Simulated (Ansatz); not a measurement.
Computed with Ansatz on PBE0-D4/def2-TZVP structures; ΔE is electronic, products minus reactants. CCSD(T)/CBS is the MP2 limit (def2-TZVPP, def2-QZVPP) plus CCSD(T) − MP2 in def2-TZVPP, frozen cores. This one scheme is used for every species. Functionals use def2-TZVPP. B3LYP here is the variant with VWN-RPA as its local correlation; programs differ in this. def2 core potentials past Kr. For Sn outer-core shells are correlated without core-valence functions, which leaves a few kJ/mol of doubt a bond.

Consider the ligand exchange at the Sn–C bond: `N#[C][Sn]([F])([F])[F]` + HCl → `[F][Sn]([F])([F])[Cl]` + `C#N`.

| level | ΔE (kJ/mol) |
| --- | --- |
| PBE-D4 | -82.1 |
| revPBE-D4 | -80.5 |
| r2SCAN-D4 | -86.1 |
| PBE0-D4 | -82.9 |
| PBE | -82.2 |
| revPBE | -81.3 |
| B3LYP | -84.7 |
| MP2/CBS(def2) | -82.2 |

Q: What does CCSD(T)/CBS give? (Best estimate.)

A: Ansatz gave: -79.7 kJ/mol. The listed levels differ from it by -2.4, -0.8, -6.4, -3.2, -2.5, -1.6, -5.0, -2.5 kJ/mol.

Q: What do rigid-rotor, harmonic-oscillator terms from PBE0-D4/def2-TZVP frequencies (298.15 K, 1 bar) make of the CCSD(T)/CBS value? (Best estimate.)

A: The calculation gave: ΔZPE = +8.0 kJ/mol, ΔH = -73.8 kJ/mol, ΔS = -2 J/(mol·K), ΔG = -73.1 kJ/mol.

Largest T1 diagnostic among the species: 0.015.

At CCSD(T), def2-SVP lies +3.4 kJ/mol from the extrapolated value and def2-TZVPP +8.8 kJ/mol. Leaving LDA and LC-ωPBE aside and taking each functional with its dispersion term where it has one, the values, not all of them listed here, spread over 6.8 kJ/mol, from BHLYP-D4 to PBE-QIDH.
